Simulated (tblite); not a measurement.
C6H11OSi (doublet state).
Cartesian coordinates in Å at the GFN2-xTB level; atoms count from 1:
```
atom  x, y, z in Å
C1    -2.4951    1.9434   -0.5491
C2    -1.7267    1.0989   -0.1861
C3    -0.7901    0.0823    0.2098
Si4   -1.2998   -1.6708   -0.3876
C5     0.6171    0.3606   -0.3560
C6     1.3311    1.4622    0.4350
C7     1.3488   -0.9315   -0.3408
O8     2.0884   -1.2407   -1.4472
H9    -3.1741    2.6832   -0.8520
H10   -0.7330    0.0748    1.3034
H11   -0.7346   -2.6966    0.4935
H12   -0.9433   -1.8750   -1.7882
H13   -2.7630   -1.7503   -0.2682
H14    0.5214    0.6745   -1.3994
H15    0.7299    2.3689    0.4197
H16    1.4746    1.1568    1.4703
H17    2.3035    1.6780   -0.0023
H18    1.6838   -1.3335    0.6069
H19    2.5512   -2.0760   -1.3239
```

Method: GFN2-xTB as coded in tblite; computed harmonic values from a numerical Hessian at the method's own geometry, unscaled. This tight-binding method is rough: wavenumbers can miss measured ones by several per cent, in bad cases by 10 to 20. Modes of hydrogen on silicon can be 10 to 20 % off. One conformer, not necessarily the lowest. Open shells enter through the occupations alone, without spin polarisation, and single modes of such species can be off by tens of per cent.

Harmonic wavenumbers (cm⁻¹): 46.3, 92.5, 114.7, 153.0, 176.5, 217.4, 222.9, 282.9, 316.5, 323.6, 377.1, 395.1, 453.8, 466.6, 542.7, 572.0, 614.8, 658.0, 668.7, 740.4, 756.8, 813.2, 829.6, 914.5, 959.8, 1044.5, 1050.0, 1079.1, 1101.1, 1170.4, 1177.8, 1217.2, 1237.6, 1270.3, 1301.8, 1377.1, 1397.8, 1495.7, 1497.2, 2205.5, 2236.2, 2278.6, 2291.8, 2916.5, 2961.7, 3017.1, 3022.9, 3028.5, 3032.0, 3394.9, 3544.5.

A = 2047, B = 1315, C = 903.7 MHz; mass 127.058 u (most abundant isotopes); point group C1, symmetry number 1; spin multiplicity 2.

Q: Zero-point energy?

A: Half the sum of the wavenumbers: 31529 cm⁻¹ = 90.14 kcal/mol.

Q: Entropy at 500 K, 1 bar (ideal gas, RRHO, classical rotation)?

A: Translation 43.03, rotation 30.81, vibration 54.99, spin (R ln 2) 1.38: S = 130.2 cal/(mol K).

Q: And Cp and H(500 K) − H(0)?

A: Cp = 60.84 cal/(mol K), of which vibrations give 52.89 (their classical limit is 51 R = 101.3); H(500 K) − H(0) = 18.28 kcal/mol without the zero-point energy, 14.31 from vibrations.

Q: How do the functions run with temperature in this model?

A: 
```
 T (K)  S (cal/(mol K))  Cp (cal/(mol K))  H − H(0) (kcal/mol)  G − H(0) (kcal/mol)  ln q(vib)
   150             80.0              26.3                 2.46                -9.53       2.94
   250             96.2              38.1                 5.70               -18.36       5.88
298.15            103.4              43.3                 7.66               -23.17       7.32
   400            117.5              53.0                12.58               -34.43      10.35
   600            141.9              67.2                24.70               -60.43      16.11
   900            171.9              80.7                47.05              -107.67      24.00
```

q(vib) and H(0) count from the zero-point level.

Q: Which modes carry the vibrational entropy at 500 K?

A: 46.3 cm⁻¹: 5.99; 92.5 cm⁻¹: 4.62; 114.7 cm⁻¹: 4.20; 153.0 cm⁻¹: 3.63; 176.5 cm⁻¹: 3.35; 217.4 cm⁻¹: 2.95 cal/(mol K); the other 45 give 30.23 together.

Q: Blend soft modes into free rotors: weight 1/[1 + (100 cm⁻¹/ν̃)⁴] for the oscillator and the rest for a rotor with moment μB/(μ + B), μ = h/(8π²ν), B = 10⁻⁴⁴ kg m². What vibrational entropy results?

A: 51.99 cal/(mol K) in place of 54.99, which changes −T·S at 500 K by +1.50 kcal/mol.

Q: What must be added to the electronic energy to get the Gibbs energy at 500 K and 1 bar?

A: ZPE + [H(500 K) − H(0)] − T·S = 90.14 + 18.28 − 65.10 = 43.32 kcal/mol.

Hindered rotation and anharmonicity are outside this model. Other conformers, if any are populated, would add a mixing term that is left out. The structure is chiral; the term R ln 2 for an equal mix with its mirror image is left out.
